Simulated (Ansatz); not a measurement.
C$_{3}$H$_{6}$Cl, doublet, at a GFN2-xTB geometry, atoms displaced at random by about 0.02 Å a coordinate; PBE0/def2-SVP (Ansatz, a program for electronic structure).

Ansatz was given this input:
Ansatz 0.2 input:
```yaml
crystal:
  periodic: [false, false, false]
  atoms:
    - {symbol: C, position_ang: [-1.12485967, 0.56227050, -1.10020755]}
    - {symbol: C, position_ang: [0.07566958, 0.00288614, -0.37737494]}
    - {symbol: C, position_ang: [1.43950052, 0.41711390, -0.80151495]}
    - {symbol: Cl, position_ang: [-0.18905580, -0.58956519, 1.18495217]}
    - {symbol: H, position_ang: [-1.37716650, 1.58283118, -0.79341492]}
    - {symbol: H, position_ang: [-0.92064568, 0.61355108, -2.20236104]}
    - {symbol: H, position_ang: [-1.98574250, -0.04926263, -0.94616098]}
    - {symbol: H, position_ang: [2.14677164, -0.25461519, -0.32359215]}
    - {symbol: H, position_ang: [1.66420384, 1.45699326, -0.39296408]}
    - {symbol: H, position_ang: [1.54156201, 0.44950627, -1.84567467]}
basis:
  gaussian:
    orbitals: def2-SVP
hamiltonian:
  xc: pbe0
magnetization: {spin_polarized: true, initial_magnetization: 1}
relax: {f_tol: 0.05}
```

The log (banner, timings and long lists left out):

```
Functional definition: PBE0
1000 factors; integrals over basis functions are off by at most 3.6e-4 eV
mean field evaluation 1: about -15709.6047 eV, gradient 3.5e1 eV
mean field evaluation 2: about -15707.2645 eV, gradient 4.1e1 eV
mean field evaluation 4: about -15715.9087 eV, gradient 2.2e0 eV
mean field evaluation 8: about -15715.9618 eV, gradient 1.1e-1 eV
mean field evaluation 16: about -15715.9620 eV, gradient 9.1e-5 eV
mean field -15715.96196727 eV, -577.5509496357 hartree, gradient 2.5e-5 eV, S^2 0.754875; 0 other end points of the search recorded, 0 dependent functions left out
the calculation of the forces begins
reference -15715.96198990 eV, -577.5509504672 hartree; 21, 20 occupied and 69, 70 virtual orbitals, 1000 factors
relax step   1: F+E_penalty+E_count = -15715.96196727 eV  Δ(F+E_penalty+E_count) = +0.000e0 eV  max|allowed force component| = 2.976e0 eV/Å  Δτ_max = 0.0000 Å  (29 SCF iters, accepted)
these checks for a lower state are left out or cut short: starts, cluster_reference, orbital_swaps, neighbouring_geometries, increment
1000 factors; integrals over basis functions are off by at most 3.3e-4 eV
mean field -15716.10316172 eV, -577.5561384358 hartree, gradient 1.7e-5 eV, S^2 0.754805; 0 other end points of the search recorded, 0 dependent functions left out
the calculation of the forces begins
reference -15716.10318448 eV, -577.5561392721 hartree; 21, 20 occupied and 69, 70 virtual orbitals, 1000 factors
relax step   2: F+E_penalty+E_count = -15716.10316172 eV  Δ(F+E_penalty+E_count) = -1.412e-1 eV  max|allowed force component| = 8.670e-1 eV/Å  Δτ_max = 0.0364 Å  (31 SCF iters, accepted)
these checks for a lower state are left out or cut short: starts, cluster_reference, orbital_swaps, neighbouring_geometries, increment
1000 factors; integrals over basis functions are off by at most 3.2e-4 eV
mean field evaluation 32: about -15716.1208 eV, gradient 1.4e-5 eV
mean field -15716.12082537 eV, -577.5567875632 hartree, gradient 1.4e-5 eV, S^2 0.754796; 0 other end points of the search recorded, 0 dependent functions left out
the calculation of the forces begins
reference -15716.12084818 eV, -577.5567884013 hartree; 21, 20 occupied and 69, 70 virtual orbitals, 1000 factors
relax step   3: F+E_penalty+E_count = -15716.12082537 eV  Δ(F+E_penalty+E_count) = -1.766e-2 eV  max|allowed force component| = 4.676e-1 eV/Å  Δτ_max = 0.0814 Å  (31 SCF iters, accepted)
these checks for a lower state are left out or cut short: starts, cluster_reference, orbital_swaps, neighbouring_geometries, increment
1000 factors; integrals over basis functions are off by at most 3.4e-4 eV
mean field -15716.12840028 eV, -577.5570659358 hartree, gradient 1.5e-5 eV, S^2 0.754768; 0 other end points of the search recorded, 0 dependent functions left out
the calculation of the forces begins
reference -15716.12842311 eV, -577.5570667749 hartree; 21, 20 occupied and 69, 70 virtual orbitals, 1000 factors
relax step   4: F+E_penalty+E_count = -15716.12840028 eV  Δ(F+E_penalty+E_count) = -7.575e-3 eV  max|allowed force component| = 4.663e-2 eV/Å  Δτ_max = 0.0305 Å  (31 SCF iters, accepted)
1000 factors; integrals over basis functions are off by at most 3.4e-4 eV
mean field -15716.12840028 eV, -577.5570659358 hartree, gradient 1.5e-5 eV, S^2 0.754768; 1 other end points of the search recorded, 0 dependent functions left out
the calculation of the forces begins
reference -15716.12842311 eV, -577.5570667749 hartree; 21, 20 occupied and 69, 70 virtual orbitals, 1000 factors
Total energy: -15716.12842311 eV, -577.5570667749 hartree
Atom 0 at    -1.135068     0.549081    -1.122338 Å, force     0.009705    -0.007212     0.001996 eV/Å
Atom 1 at     0.058870     0.026304    -0.411913 Å, force     0.020123     0.036580    -0.028285 eV/Å
Atom 2 at     1.446478     0.420126    -0.763323 Å, force    -0.008755    -0.014722    -0.012309 eV/Å
Atom 3 at    -0.193257    -0.479881     1.225211 Å, force    -0.012782    -0.024571     0.046630 eV/Å
Atom 4 at    -1.422143     1.558116    -0.762515 Å, force    -0.001356    -0.002667    -0.006472 eV/Å
Atom 5 at    -0.928742     0.629310    -2.200649 Å, force    -0.013702     0.007317    -0.010042 eV/Å
Atom 6 at    -2.009248    -0.104489    -0.980501 Å, force     0.008108    -0.004392     0.010145 eV/Å
Atom 7 at     2.182474    -0.308211    -0.389287 Å, force    -0.022538     0.005044     0.007582 eV/Å
Atom 8 at     1.718356     1.406900    -0.336614 Å, force     0.003777    -0.001210     0.003923 eV/Å
Atom 9 at     1.552518     0.494454    -1.856385 Å, force     0.017419     0.005834    -0.013167 eV/Å
Dipole moment:     0.047099     0.178537    -0.276822 e Å
```
